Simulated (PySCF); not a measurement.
Cl2HOTi, SMILES [OH][Ti]([Cl])[Cl] (connectivity only; charge and spin as stated), neutral, multiplicity 2. Atoms are numbered in the order given.

```xyz
5

Ti     0.0000     0.0000     0.3139
Cl     0.0000     1.9218    -0.7759
Cl     0.0000    -1.9218    -0.7759
O      0.0000     0.0000     2.0570
H      0.0000     0.0000     3.0170
```
Charge 0, spin multiplicity 2.

Geometry: PBE0-D3(BJ)/def2-SVP. The spin state was assumed, not searched. The isomer is the one that the SMILES or the coordinates give; other isomers of the formula were not compared. Other conformers were not sampled.

All values below come from PySCF with PBE0/def2-TZVPD.

Mulliken values depend strongly on the basis, most of all with diffuse functions as here. ESP charges are fitted to the potential on shells at 1.4 to 2.0 van der Waals radii. Atomic charges (e):

```tsv
atom	meta-Löwdin	Mulliken	ESP fit	Mulliken spin
Ti1	1.24	1.40	(withheld)	1.08
Cl2	-0.45	-0.48	(withheld)	-0.03
Cl3	-0.45	-0.48	(withheld)	-0.03
O4	-0.71	-0.74	(withheld)	-0.02
H5	0.38	0.28	(withheld)	0.00
```

Q: What belongs in the gaps? (The exact figures need the calculation; the answer reports its results.)

A: 
- Ti1, ESP fit: 0.67
- Cl2, ESP fit: -0.24
- Cl3, ESP fit: -0.24
- O4, ESP fit: -0.61
- H5, ESP fit: 0.44
